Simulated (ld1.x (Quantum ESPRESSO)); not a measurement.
## Transferability test, TM potential for manganese (Mn)

| Quantity | Value |
| --- | --- |
| Element | Mn (Z = 25) |
| Generator | ld1.x (Quantum ESPRESSO) 7.5 |
| Type | norm-conserving Troullier–Martins (Kleinman–Bylander form) |
| Functional | PBEsol |
| Relativity | scalar-relativistic |
| Frozen core | [Ar] |
| Valence charge | 7 |
| Reference configuration | 3d5 4s2 4p0 |
| Partial waves | 4s (bound): rc 2.75 bohr; 4p (bound, empty): rc 3.45 bohr; 3d (bound): rc 0.95 bohr |
| Local potential | the d channel |
| Core correction | none |

Energies are relative to the spin-unpolarised reference configuration 3d5 4s2 4p0; without spin polarisation the order of configurations can differ from experiment. Not all tests gave a result: 1 of 7 tests not solved or not reliable. Left out of the table: 3d4 4s2 4p0 (solver errors, printed error -16.0 eV).

```
valence configuration  charge  ΔE all-electron (eV)  error AE − PS (meV)
          3d5 4s1 4p0      +1                 8.432                 -2.2
          3d5 4s0 4p0      +2                23.944                  +11
          3d4 4s0 4p0      +3                56.424                  +43
          3d5 4s0 4p1      +1                13.191                 +7.4
          3d5 4s1 4p1       0                 3.884                 +1.1
```

Problem. What are ΔE and the potential's error for 3d5.5 4s1.5 4p0?

Solution. ΔE = -0.485 eV all-electron; the error (AE − PS) is -22 meV.

Levels in the configuration 3d5 4s1 4p0:

```tsv
level	all-electron (eV)	pseudo (eV)
3d	-14.934	-14.851
4s	-11.877	-11.880
```

ld1.x printed “convergence not achieved” for 3 of the counted tests; their residual had stalled under 1e-8, short of the target of 1e-14.

Note: ghost states, extra bound levels that the all-electron valence spectrum of the same l lacks: s at -411.3 eV, p at -178.6 eV. A true bound ghost makes a file unfit for plane-wave use.
